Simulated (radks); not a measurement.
The numbers below are computed, except where a source is named.
How relativity changes the ionisation of neutral erbium ([Xe] 4f12 6s2) to Er+ ([Xe] 4f12 6s1). Spin-unpolarised spherical Kohn-Sham, PBE, point nucleus unless stated (finite: rms radius 5.2516 fm), a radial shooting solver on a logarithmic mesh with Libxc functionals. A level marked "c x" has the speed of light scaled by that factor and shares open shells by 2j + 1; other Dirac levels either fill j = l - 1/2 first or share by 2j + 1.

non-rel.: E(Er) (hartree) -12501.7249; E(Er+) (hartree) -12501.5073; IE (eV) 5.920; HOMO 6s; <r> HOMO (bohr) 4.322
scalar-rel.: E(Er) (hartree) -13086.3687; E(Er+) (hartree) -13086.1341; IE (eV) 6.383; HOMO 4f; <r> HOMO (bohr) 0.8328
scalar-rel., finite nucleus: E(Er) (hartree) -13085.0344; E(Er+) (hartree) -13084.7999; IE (eV) 6.382; HOMO 4f; <r> HOMO (bohr) 0.8328
Dirac, 2j+1 shares: E(Er) (hartree) -13099.7171; E(Er+) (hartree) -13099.4824; IE (eV) 6.386; HOMO 4f7/2; <r> HOMO (bohr) 0.8447
Dirac, low j first: E(Er) (hartree) -13099.7511; E(Er+) (hartree) -13099.5165; IE (eV) 6.385; HOMO 4f7/2; <r> HOMO (bohr) 0.8460
Dirac, 2j+1 shares, finite nucleus: E(Er) (hartree) -13098.3732; E(Er+) (hartree) -13098.1386; IE (eV) 6.385; HOMO 4f7/2; <r> HOMO (bohr) 0.8447
Dirac, c x 0.85: E(Er) (hartree) -13378.1759; E(Er+) (hartree) -13377.9310; IE (eV) 6.664; HOMO 4f7/2; <r> HOMO (bohr) 0.8800
Dirac, c x 1.25: E(Er) (hartree) -12866.1495; E(Er+) (hartree) -12865.9222; IE (eV) 6.187; HOMO 6s1/2; <r> HOMO (bohr) 4.139
Dirac, c x 5: E(Er) (hartree) -12522.8862; E(Er+) (hartree) -12522.6681; IE (eV) 5.935; HOMO 6s1/2; <r> HOMO (bohr) 4.312

NIST Atomic Spectra Database: 6.108 eV (measured). The relativistic part of the total energy of Er is -596.6 hartree (Dirac, 2j+1 shares, finite nucleus), 4.8 % of the non-relativistic value. Spin polarisation and multiplet splitting of open shells are left out at every level.

Beside tabulated values, note that relativity, absent from the non-relativistic runs, is large for the heavy elements, and spin-unpolarised runs miss the spin-polarisation part of the exchange energy of open shells.
